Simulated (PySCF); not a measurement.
Compound: C2H11OPSi2.
Atom-mapped SMILES: `[CH3:1][O:2][SiH2:3][PH:4][SiH2:5][CH3:6]` (hydrogens: H7, H8, H9 on C1; H10, H11 on Si3; H12 on P4; H13, H14 on Si5; H15, H16, H17 on C6)

Geometry (GFN2-xTB, Å), atoms numbered from 1 in this order:
```xyz
17
C2H11OPSi2 angstrom
C      3.4030   -0.3152   -0.3705
O      2.4896    0.7139   -0.1343
Si     1.0214    0.6126    0.5407
P     -0.0314   -1.2026   -0.2377
Si    -2.1192   -0.8278    0.4739
C     -2.9106    0.7251   -0.2905
H      4.0040   -0.4992    0.5236
H      4.0585   -0.0083   -1.1868
H      2.8865   -1.2395   -0.6455
H      0.5134    1.9220    0.1534
H      1.0834    0.4380    1.9970
H     -0.2203   -0.7152   -1.5157
H     -2.8891   -2.0195    0.0972
H     -2.0760   -0.7047    1.9351
H     -2.3384    1.6177   -0.0503
H     -3.9231    0.8681    0.0741
H     -2.9587    0.6466   -1.3735
```

The closed-shell ground state was solved at several levels (PySCF, density fitting, gas phase, non-relativistic).

```json
{"level": "PBE0/pcSseg-1", "basis functions": "178", "total energy (Eh)": "-1077.8220", "HOMO (eV)": "-7.14", "LUMO (eV)": "0.04", "gap (eV)": "7.18", "dipole (D)": "0.71"}
{"level": "CAM-B3LYP/def2-SVPD", "basis functions": "223", "total energy (Eh)": "-1077.9788", "HOMO (eV)": "-8.33", "LUMO (eV)": "0.79", "gap (eV)": "9.12", "dipole (D)": "0.59"}
```

Task: What might PBE0/def2-SVPD (223 basis functions) give for the same quantities?

Result: Total energy -1077.4890 Eh, HOMO -7.11 eV, LUMO -0.14 eV, gap 6.97 eV, dipole 0.62 D.

Task: Over all these levels, which gives the widest orbital gap and which the narrowest?

Result: CAM-B3LYP/def2-SVPD (range-separated hybrid) has the widest, 9.12 eV, and PBE0/def2-SVPD (global hybrid, 25 % exact exchange) the narrowest, 6.97 eV. The two share the basis. From the narrowest to the widest the HOMO moves by -1.22 eV and the LUMO by +0.93 eV.

Task: How far do the dipole and the HOMO energy spread over the levels?

Result: The dipole runs from 0.59 to 0.71 D (mean 0.64 D) and the HOMO from -8.33 to -7.11 eV.

One conformer stands for the species.
